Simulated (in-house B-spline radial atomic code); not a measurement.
What moves the levels of Ne IX (Ne8+) (1s2)? Computed with an all-electron radial atomic-structure program (B-spline basis): Dirac-Hartree-Fock, average of configuration, Fermi nucleus of rms radius 3.0055 fm.

Baseline run (computed): total energy -93.9828 hartree, 1s1/2 at -43.9719 hartree.

Scaling the speed of light c (a factor of 100 is close to the non-relativistic limit):

| c/c0 | ΔE (hartree) | 1s1/2 level (eV) | 1s1/2 <r> (bohr) |
| --- | --- | --- | --- |
| 0.9 | -0.028635 | -1196.89 | 0.1555 |
| 0.98 | -0.005031 | -1196.6 | 0.1556 |
| 1.02 | 0.004737 | -1196.48 | 0.1556 |
| 3 | 0.1082 | -1195.2 | 0.1558 |
| 100 | 0.12167 | -1195.03 | 0.1559 |
